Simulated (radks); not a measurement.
The bismuth ion Bi2+, configuration [Xe] 4f14 5d9.75 6s2 6p1 6d0.25 (fractional occupations, a model configuration). All-electron calculation, scalar-relativistic Kohn-Sham, PBE, spin-unpolarised, spherical densities, point nucleus. Program: a radial shooting solver on a logarithmic mesh with Libxc functionals.

X-ray form factor f0, the Fourier transform of the density (f0(0) = 81):

sin(theta)/lambda (1/angstrom)  f0 (electrons)
0.05                                    80.052
0.1                                     77.536
0.15                                    74.086
0.2                                     70.227
0.25                                    66.295
0.3                                     62.483
0.4                                     55.541
0.5                                     49.627
0.6                                     44.659
0.8                                     36.832
1                                       30.754
1.25                                    24.760
1.5                                     20.379
2                                       15.435
